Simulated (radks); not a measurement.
Cd, configuration [Kr] 4d10 5s2. Calculated with a radial shooting solver on a logarithmic mesh with Libxc functionals: scalar-relativistic Kohn-Sham, r2SCAN, spin-polarised, spherical densities, finite nucleus; meta-GGA in the generalised Kohn-Sham scheme; Fermi nuclear charge, rms radius 4.6087 fm.

Normalised radial functions P(r) = r R(r), r in bohr:

r,4s,4d
0.005152,0.1823,0.0002
0.00595,0.1998,0.0002
0.006871,0.2172,0.0004
0.007999,0.2349,0.0005
0.009238,0.2502,0.0008
0.01067,0.2630,0.0012
0.01232,0.2718,0.0018
0.01423,0.2751,0.0026
0.01643,0.2710,0.0039
0.01898,0.2574,0.0057
0.02192,0.2322,0.0084
0.02531,0.1934,0.0122
0.02947,0.1361,0.0179
0.03403,0.0659,0.0256
0.03931,-0.0188,0.0362
0.04539,-0.1147,0.0507
0.05242,-0.2159,0.0700
0.06054,-0.3131,0.0954
0.06992,-0.3940,0.1278
0.08075,-0.4439,0.1678
0.09326,-0.4477,0.2157
0.1086,-0.3877,0.2735
0.1254,-0.2636,0.3323
0.1448,-0.0790,0.3903
0.1672,0.1472,0.4404
0.1931,0.3809,0.4735
0.223,0.5761,0.4792
0.2576,0.6830,0.4471
0.2975,0.6605,0.3686
0.3436,0.4897,0.2404
0.4,0.1637,0.0554
0.4619,-0.2332,-0.1546
0.5335,-0.6437,-0.3798
0.6161,-0.9869,-0.5949
0.7115,-1.1983,-0.7743
0.8217,-1.2463,-0.8953
0.949,-1.1417,-0.9461
1.096,-0.9338,-0.9286
1.266,-0.6859,-0.8552
1.473,-0.4408,-0.7374
1.702,-0.2585,-0.6076
1.965,-0.1345,-0.4768
2.27,-0.0616,-0.3565
2.621,-0.0246,-0.2538
3.027,-0.0085,-0.1716
3.496,-0.0025,-0.1097
4.037,-0.0006,-0.0657
4.663,-0.0001,-0.0366
5.428,0.0000,-0.0180
6.269,0.0000,-0.0083
7.24,0.0000,-0.0035
8.361,0.0000,-0.0013
9.656,0.0000,-0.0004

4s: eigenvalue -108.92 eV, 3 radial nodes at r = 0.0381, 0.153, 0.425 bohr, <r> = 0.882 bohr, 90 % of the charge inside 1.28 bohr. 4d: eigenvalue -12.195 eV, 1 radial node at r = 0.416 bohr, <r> = 1.29 bohr, 90 % of the charge inside 2.05 bohr.
